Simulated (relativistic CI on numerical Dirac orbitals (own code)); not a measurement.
How well does a small relativistic CI reproduce In⁺?

Method of calculation: Dirac-Coulomb-Breit CI, orbitals from a KLI potential per configuration, model QED (radiative potential, 1s self-energy scaled to tabulated hydrogen-like ionisation energies), valence Slater integrals scaled by 0.85, configuration energies shifted to the measured levels that pair with them (semi-empirical) (own radial code, finite nucleus).

CI space (outside the closed core [Kr] 4d10): 5s², 5s5p, 5s6s, 5p², 5s5d, 5s6p, 5d², 5s7s, 5s4f, 5s6d, 5p5d, 5s7p, 5s5f, 5s5g, 5s7d, 5s6f, 5s7f, 5p6s. Levels of other configurations are missing.

```csv
Configuration,Term (tabulated),J,Measured (cm⁻¹),Computed,Error,Purity (%)
5s²,1S,0,0.0,0,0,97
5s5p,3P°,0,42276.4,42304,27,100
5s5p,3P°,1,43350.9,43324,-27,99
5s5p,3P°,2,45829.6,45559,-270,100
5s5p,1P°,1,63038.2,66055,3017,95
5s6s,3S,1,93923.4,93700,-223,100
5s6s,1S,0,97029.7,97253,223,99
5p²,3P,0,101607.7,101608,0,98
5s5d,3D,1,102088.0,102117,29,99
5s5d,3D,2,102174.0,102187,13,100
5s5d,3D,3,102307.6,102294,-13,100
5p²,3P,1,103248.8,102915,-334,98
5p²,3P,2,105564.6,104984,-580,97
5s6p,3P°,0,107662.2,107647,-16,99
5s6p,3P°,1,107841.5,107857,16,98
5s6p,3P°,2,108429.9,108398,-31,99
5s6p,1P°,1,109779.8,111128,1348,94
5p²,1S,0,121289.1,124090,2801,59
```

Measured levels from NIST Handbook of Basic Atomic Spectroscopic Data (Sansonetti and Martin, J. Phys. Chem. Ref. Data 34, 1559 (2005)); pairs were made by configuration, J and term (by order where the table uses no LS term), so strongly mixed levels may be paired wrongly.

Mean error by configuration (cm⁻¹): 5s5p 687; 5s6s 0; 5p² 472; 5s5d 10; 5s6p 329. Over the excited levels the mean absolute error is 528 cm⁻¹ (17 of the 19 excited levels that our extract of the source holds in range could be paired, and the others can miss by more), and the median relative error of those above 1,000 cm⁻¹ is 0.064 %, both after the shifts were fitted to these levels, so that a configuration with one level shows no error.

Transition probabilities of persistent lines. The last column rescales the computed rate by the cube of measured over computed energy:

| λ measured (Å) | Lower | Upper | A tabulated (s⁻¹) | A computed | A rescaled |
| --- | --- | --- | --- | --- | --- |
| 1586.34 vacuum | 5s² ¹S0 | 5s5p ¹P°1 | 1.22e+09 | 2.28e+09 | 1.98e+09 |
| 2306.05 air | 5s² ¹S0 | 5s5p ³P°1 | 2.30e+06 | 1.51e+06 | 1.52e+06 |
| 2554.43 air | 5s5p ¹P°1 | 5s5d ³D2 | 1.00e+06 | 6.57e+05 | 8.35e+05 |
| 2941.05 air | 5s5p ¹P°1 | 5s6s ¹S0 | 1.40e+08 | 4.67e+08 | 6.04e+08 |

Configurations whose levels could be paired with our table of measured levels were shifted onto them, all but the ground configuration, by the median error of their levels; single terms can still be off by 1,000 to 2,000 cm⁻¹ or more, and rates follow the energies as ν³ (E1, M1) or ν⁵ (E2). The others borrow a shift and can be off by several thousand cm⁻¹ or more. The fine structure of a lone outer electron comes out too small, for d and f at times inverted, and misplaced configurations move strength between like terms. 17 of the 19 excited levels that our extract of the measured tables holds in this range could be paired (the sources list more); they are missed by 528 cm⁻¹ on average and 3017 at most, after the shifts were fitted to these levels, and levels without a partner can miss by more.

Shifts applied (cm⁻¹): 5s² 0; 5s5p 4851; 5s6s 4576; 5p² 4752; 5s5d 4945; 5s6p 5256.
